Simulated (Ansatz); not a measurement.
Reactions of FH$_{6}$NOSi$_{2}$ (`N[SiH](F)[SiH2]O`).

Program: Ansatz. Geometries: PBE0-D4/def2-TZVP. ΔE: electronic, gas phase. CBS: MP2 limit from def2 TZ/QZ plus the TZ coupled-cluster correction, frozen cores. This one scheme is used for every species. Double bonds are as drawn, so ΔE can hold a change between cis and trans. For V outer-core shells are correlated without core-valence functions, which leaves a few kJ/mol of doubt a bond. Scalar relativity is left out up to krypton. One conformer a species, not always the lowest.

(1) Order these by ΔE at CCSD(T)/CBS, lowest first. (Estimate.)
A. `N[SiH](F)[SiH2]O` + `[NH]=[V]([NH2])([OH])[F]` → `O[SiH2][SiH](O)F` + `[NH]=[V]([NH2])([NH2])[F]`
B. `N[SiH](F)[SiH2]O` + `N[Si](O)(Cl)Cl` → `O[SiH2]N[Si](O)(Cl)Cl` + `N[SiH2]F`
C. `N[SiH](F)[SiH2]O` + `CCO[SiH2]N` → `N[SiH2]O[SiH](N)F` + `CC[SiH2]O`
D. `N[SiH](F)[SiH2]O` + `C=C=C(O)F` → `C=C=C(O)[SiH2]O` + `N[SiH](F)F`
E. `N[SiH](F)[SiH2]O` + `O/C=N/[SiH3]` → `N[SiH](F)/N=C/O` + `O[SiH2][SiH3]`
F. `N[SiH](F)[SiH2]O` + `SS` → `O[SiH2]SS` + `N[SiH2]F`
G. `N[SiH](F)[SiH2]O` + `C[Si](S)(Cl)Cl` → `C[SiH](N)[SiH2]O` + `F[Si](S)(Cl)Cl`

Largest T1 diagnostic: 0.031, for `[NH]=[V]([NH2])([NH2])[F]`, so its coupled-cluster energy is less sure.

## Answers

(1) D (-64.5 kcal/mol), C (-55.8 kcal/mol), B (-23.8 kcal/mol), F (-21.8 kcal/mol), E (-7.9 kcal/mol), A (0.0 kcal/mol), G (+5.7 kcal/mol).
